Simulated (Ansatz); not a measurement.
Total energies of ClGeHO (`[OH][Ge][Cl]`).

```xyz
4

O    -0.275   -0.811   -0.776
Ge   -1.050    0.078    0.546
Cl    0.676    1.318    1.162
H     0.649   -0.585   -0.932
```

Charge 0, multiplicity 1. Correlated methods include outer-core shells of Ge, which these sets cover unevenly. Scalar relativity is left out up to krypton. The geometry is a stationary point of PBE0-D4/def2-TZVP. It is one conformer, not always the lowest. Basis def2-TZVPP, the Gaussian-basis code of Ansatz.

RPA on PBE orbitals: Hartree–Fock energy of these orbitals -2610.38207 Eh, correlation -1.01988 Eh (frozen core).

```json
{"functional": "LDA (SPW92)", "energy without D4 (Eh)": "-2607.97635", "D4 term (kJ/mol)": "–"}
{"functional": "PBE", "energy without D4 (Eh)": "-2612.57822", "D4 term (kJ/mol)": "-8.3"}
{"functional": "revPBE", "energy without D4 (Eh)": "-2612.88842", "D4 term (kJ/mol)": "-22.5"}
{"functional": "BLYP", "energy without D4 (Eh)": "-2613.20896", "D4 term (kJ/mol)": "-18.3"}
{"functional": "B97M-V", "energy without D4 (Eh)": "-2612.61945", "D4 term (kJ/mol)": "–"}
{"functional": "PBE0", "energy without D4 (Eh)": "-2612.65987", "D4 term (kJ/mol)": "-6.9"}
{"functional": "B3LYP", "energy without D4 (Eh)": "-2613.21767", "D4 term (kJ/mol)": "-13.7"}
{"functional": "r2SCAN0", "energy without D4 (Eh)": "-2613.03904", "D4 term (kJ/mol)": "-2.1"}
{"functional": "HSE06 (plane-wave form)", "energy without D4 (Eh)": "-2612.64975", "D4 term (kJ/mol)": "-6.5"}
{"functional": "CAM-B3LYP", "energy without D4 (Eh)": "-2613.26660", "D4 term (kJ/mol)": "-7.1"}
{"functional": "LC-ωPBE", "energy without D4 (Eh)": "-2612.69943", "D4 term (kJ/mol)": "–"}
{"functional": "ωB97X-V", "energy without D4 (Eh)": "-2612.86453", "D4 term (kJ/mol)": "–"}
{"functional": "B2PLYP", "energy without D4 (Eh)": "-2612.61193", "D4 term (kJ/mol)": "–"}
{"functional": "PBE-QIDH", "energy without D4 (Eh)": "-2612.23369", "D4 term (kJ/mol)": "–"}
```

(1) Give the same for r2SCAN, r2SCANh, BHLYP, ωB97M-V. (An estimate is asked.)

B3LYP takes the VWN-RPA correlation (the form of Gaussian; ORCA's B3LYP/G). HSE06 is the plane-wave form, built on full-range PBE exchange. The double hybrids freeze the cores in their second-order part.

## Answers

(1) Ansatz gave: 
```
functional  energy without D4 (Eh)  D4 term (kJ/mol)
    r2SCAN             -2613.07717              -1.7
   r2SCANh             -2613.06139              -1.9
     BHLYP             -2613.09658             -11.9
   ωB97M-V             -2612.99953                 –
```

LC-ωPBE has ω = 0.4 bohr⁻¹.
